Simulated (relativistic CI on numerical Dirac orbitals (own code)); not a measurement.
## d1 to d9 in one tetrahedral field

Computed with a parametric ligand-field model without spin-orbit coupling, by exact diagonalisation: B = 780, C = 3390, 10Dq = -5000 cm⁻¹ (Td; |10Dq|/B = 6.4) for every shell. Energies in cm⁻¹; the field energy is (0.6 n_e − 0.4 n_t2) × 10Dq of the ground term; g labels are left out.

| Shell | Ground term | Electrons in e | Field energy | First spin-allowed bands | Lowest term of other spin |
| --- | --- | --- | --- | --- | --- |
| d1 | 2E | 1.000 | -3000 | 2T2 5000 |  |
| d2 | 3A2 | 2.000 | -6000 | 3T2 5000, 3T1 8562 | 1E 12381 |
| d3 | 4T1 | 1.894 | -3472 | 4T2 4267, 4A2 9267 | 2E 10705 |
| d4 | 5T2 | 2.000 | -2000 | 5E 5000 | 3T1 13519 |
| d5 | 6A1 | 2.000 | 0 | none | 4T1 21787 |
| d6 | 5E | 3.000 | -3000 | 5T2 5000 | 3T1 13987 |
| d7 | 4A2 | 4.000 | -6000 | 4T2 5000, 4T1 8562 | 2E 15124 |
| d8 | 3T1 | 3.894 | -3472 | 3T2 4267, 3A2 9267 | 1T2 11749 |
| d9 | 2T2 | 4.000 | -2000 | 2E 5000 |  |

Every shell keeps the spin of the free ion. Tetrahedral fields of 3d complexes are almost always too weak to pair spins. High-spin d^(n+5) repeats the spin-allowed bands of d^n, since the half-filled shell is spherical.
